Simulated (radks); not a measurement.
Ir LIX, configuration [Ar] 3d1 (the NIST ground configuration). All-electron calculation, non-relativistic Kohn-Sham, LB94 model potential, spin-polarised, spherical densities, point nucleus; open shells are filled with parallel spins first (spin-orbit coupling, left out, can overturn this in heavy ions); relativity is left out, which matters for an element this heavy. Program: a radial shooting solver on a logarithmic mesh with Libxc functionals.

Unscreened Slater integrals over Kohn-Sham orbitals (cm^-1). They are taken over the spin-up orbitals.

F0(3d,3d): 1247400
F2(3d,3d): 649360
F4(3d,3d): 421160
F0(3d,3p): 1131700
F2(3d,3p): 538470
G1(3d,3p): 545680
G3(3d,3p): 372910
F0(3d,3s): 1090500
G2(3d,3s): 383580
F0(3d,2p): 1565500
F2(3d,2p): 505040
G1(3d,2p): 486960
G3(3d,2p): 282380
F0(3p,3p): 1064900
F2(3p,3p): 536280
F0(3p,3s): 1031000
G1(3p,3s): 654600
F0(3p,2p): 1403200
F2(3p,2p): 364600
G0(3p,2p): 141570
G2(3p,2p): 158230
F0(3s,3s): 1003800
F0(3s,2p): 1315200
G1(3s,2p): 135960
F0(2p,2p): 2878100
F2(2p,2p): 1381900

Derived for the open shells (J is the average intra-shell exchange parameter used in DFT+U). 3d: Racah B = F2/49 - 5 F4/441 = 8477 cm^-1, C = 35 F4/441 = 33430 cm^-1, C/B = 3.94, F4/F2 = 0.649, J = (F2 + F4)/14 = 76470 cm^-1.
